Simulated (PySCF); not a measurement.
# Exercise with solution: entropy of an ideal gas

C₃H₃, SMILES C#C[CH2], multiplicity 2.

The structure is a stationary point at PBE-D3(BJ)/def2-TZVP. The isomer is the one that the SMILES or the coordinates give; other isomers of the formula were not compared.

PBE-D3(BJ)/def2-TZVP run with PySCF 2.14.0 gives the harmonic wavenumbers 342, 387, 402, 582, 672, 992, 1085, 1406, 1974, 3079, 3166, 3395 cm⁻¹ and the rotational temperatures 13.7471, 0.4557, 0.4411 K. The molar mass is 39.06 g/mol, the symmetry number 2, the spin multiplicity 2.

Task: Work out the entropy at 298.15 K and 1 atm in the rigid-rotor, harmonic-oscillator model.

Result: 
Translation (Sackur–Tetrode at 1 atm): S = R[1.5 ln M + 2.5 ln T − 1.16487] = 154.5 J/(mol K).
Rotation: q = (√π/σ) T^1.5/√(θA θB θC) = 2740, S = R[ln q + 3/2] = 78.3 J/(mol K).
Vibration: with u = 1.4388 ν/T, each mode gives R[u/(e^u − 1) − ln(1 − e^−u)]:
```tsv
ν (cm⁻¹)	modes	u	S (J/(mol K))
342	1	1.65	5.03
387	1	1.87	4.23
402	1	1.94	4.00
582	1	2.81	2.02
672	1	3.24	1.43
992	1	4.79	0.40
1085	1	5.24	0.28
1406	1	6.78	0.07
1974	1	9.53	0.01
```
The stiffer modes add less than 0.005 each. Sum 17.5 J/(mol K).
Spin: R ln 2 = 5.8 J/(mol K).
Total 256.0 J/(mol K); the program's own thermochemistry gives 256.0. Translation makes up 60 % and vibration 7 %. Anharmonicity, hindered rotation and orbital degeneracy are left out.
